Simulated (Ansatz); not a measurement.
Basis-set series for C7H10F3InO2, SMILES `CC1=CC(C(F)(F)F)=[O+][In-]([CH3])([CH3])[O]1`. Total charge 0; spin multiplicity 1. In: def2 effective core potential. All single points use the PBE0-D4/def2-TZVP geometry.

```xyz
23

C    -0.524   -2.641   -1.607
C    -0.299   -1.347   -0.885
C    -0.665   -0.147   -1.528
C    -0.518    1.120   -0.990
C    -0.973    2.322   -1.835
F    -1.470    1.975   -3.025
F    -1.918    3.006   -1.188
F     0.054    3.146   -2.051
O    -0.054    1.471    0.124
In    0.731    0.147    1.682
C     2.845    0.322    1.465
C    -0.851    0.059    3.109
O     0.211   -1.439    0.261
H    -1.156   -3.285   -0.991
H     0.436   -3.152   -1.723
H    -0.983   -2.505   -2.584
H    -1.094   -0.222   -2.515
H     3.333    0.598    2.400
H     3.058    1.084    0.714
H     3.249   -0.631    1.122
H    -1.644    0.740    2.797
H    -0.519    0.335    4.110
H    -1.250   -0.956    3.138
```

```
functional       basis  functions  energy (Eh)  HOMO (eV)  LUMO (eV)
   PBE0-D4    def2-SVP        244   -911.64179      -7.00      -1.80
   PBE0-D4  def2-QZVPP       1066   -912.52466      -7.10      -1.99
   ωB97M-V    def2-SVP        244   -912.09068      -9.08       0.32
   ωB97M-V  def2-QZVPP       1066   -912.99565      -9.19       0.09
```

Give the rows for def2-TZVPP. (An estimate is asked.)

The calculation gave: 
```json
{"functional": "PBE0-D4", "basis": "def2-TZVPP", "functions": "562", "energy (Eh)": "-912.48556", "HOMO (eV)": "-7.08", "LUMO (eV)": "-1.95"}
{"functional": "ωB97M-V", "basis": "def2-TZVPP", "functions": "562", "energy (Eh)": "-912.95886", "HOMO (eV)": "-9.18", "LUMO (eV)": "0.13"}
```

Positive LUMOs are unbound and depend on the basis.

All numbers were calculated with Ansatz.
